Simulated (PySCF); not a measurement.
**Bonding in `[H]/N=C\C=C/[Si](F)(F)F`**

Species: C3H4F3NSi.
Numbering: `[H]/[N:1]=[CH:2]\[CH:3]=[CH:4]/[Si:5]([F:6])([F:7])[F:8]` (hydrogens: H9 on N1; H10 on C2; H11 on C3; H12 on C4)

Geometry (GFN2-xTB, Å), atoms numbered from 1 in this order:
```xyz
12
C3H4F3NSi angstrom
N     -2.5479    1.0332    0.2787
C     -1.3475    0.6703    0.1713
C     -0.8595   -0.6260   -0.2860
C      0.4330   -0.9635   -0.3437
Si     1.8837    0.1052    0.1269
F      2.0576    1.4369   -0.7176
F      1.9121    0.5973    1.6348
F      3.2423   -0.6865   -0.0749
H     -3.2375    0.3295    0.0125
H     -0.5913    1.3990    0.4527
H     -1.6224   -1.3373   -0.5856
H      0.6785   -1.9586   -0.6951
```

Bond orders from the PBE0/pcSseg-1 density (PySCF). Geometry: GFN2-xTB, one conformer, isolated molecule.

Task: Where do the orders between heavy atoms depart from those drawn in the SMILES?

Result: The largest departure is 0.159, at C3–C4 (drawn double, 1.841).

Task: Give the Mayer order of every bond, beside its length.

Result: 
```
  bond  drawn as  length (Å)  Mayer order
 N1–C2    double       1.259        2.001
 C2–C3    single       1.459        1.053
 C3–C4    double       1.337        1.841
C4–Si5    single       1.862        0.904
Si5–F6    single       1.586        0.971
Si5–F7    single       1.586        0.971
Si5–F8    single       1.585        0.968
 N1–H9    single       1.021        0.943
C2–H10    single       1.087        0.942
C3–H11    single       1.085        0.948
C4–H12    single       1.084        0.918
```

By pair of heavy elements: C–C: lowest C2–C3 (1.053, 1.459 Å), highest C3–C4 (1.841, 1.337 Å). F–Si: all 3 within 0.02 of one another (0.968 to 0.971).

Task: Sum the orders of all bonds at each heavy atom with more than one neighbour and set the sums beside the valence in the SMILES.

Result: N1 2.944 (drawn 3), C2 3.996 (drawn 4), C3 3.842 (drawn 4), C4 3.663 (drawn 4), Si5 3.814 (drawn 4). Orders between atoms that aren't bonded are not in these sums.

Mayer orders depend on the basis set.

These values come from a run that also computed NMR shieldings. Hardware: one thread of an Intel Xeon at 2.50 GHz, shared host with 64 logical CPUs at a one-minute load of 63. Cost: 55 s wall, 0.73 GiB resident at most.
